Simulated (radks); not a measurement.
Effect of the nuclear size on neutral platinum, [Xe] 4f14 5d9 6s1. All-electron calculation, Dirac Kohn-Sham, relativistic LDA (MacDonald-Vosko exchange, VWN5 correlation), spin-unpolarised, spherical densities, finite nucleus; open shells are shared between the two j in proportion to 2j + 1; Fermi nuclear charge, rms radius 5.427 fm. Program: a radial shooting solver on a logarithmic mesh with Libxc functionals. The rms radius is varied about that value; shifts are against it.

| rms radius (fm) | total energy shift (eV) | density at nucleus (e/bohr^3) | 1s1/2 shift (meV) | 2s1/2 shift (meV) | 5s1/2 shift (meV) | 5p1/2 shift (meV) | 6s1/2 shift (meV) | 5d5/2 shift (meV) | 6p1/2 (empty) shift (meV) |
|---|---|---|---|---|---|---|---|---|---|
| 4.7378 | -20.7 | 2.05e+06 | -8260 | -1210 | -13.3 | 0.055 | -0.996 | 0.388 | 0.125 |
| 5.1068 | -9.82 | 1.991e+06 | -3920 | -574 | -6.30 | 0.026 | -0.473 | 0.184 | 0.059 |
| 5.427 | 0 | 1.945e+06 | 0.000 | 0.000 | 0.000 | 0.000 | 0.000 | 0.000 | 0.000 |
| 5.8015 | 11.9 | 1.895e+06 | 4770 | 698 | 7.66 | -0.031 | 0.575 | -0.224 | -0.072 |
| 6.2085 | 25.5 | 1.845e+06 | 10200 | 1490 | 16.3 | -0.065 | 1.23 | -0.478 | -0.154 |

Slopes of the eigenvalues against <r^2> in GHz/fm^2, as finite differences over the two radii next to the reference (eigenvalue slopes, not the field-shift constants of lines): 1s1/2 278000, 2s1/2 40600, 5s1/2 446, 5p1/2 -1.82, 6s1/2 33.5, 5d5/2 -13.0, 6p1/2 (empty) -4.21.
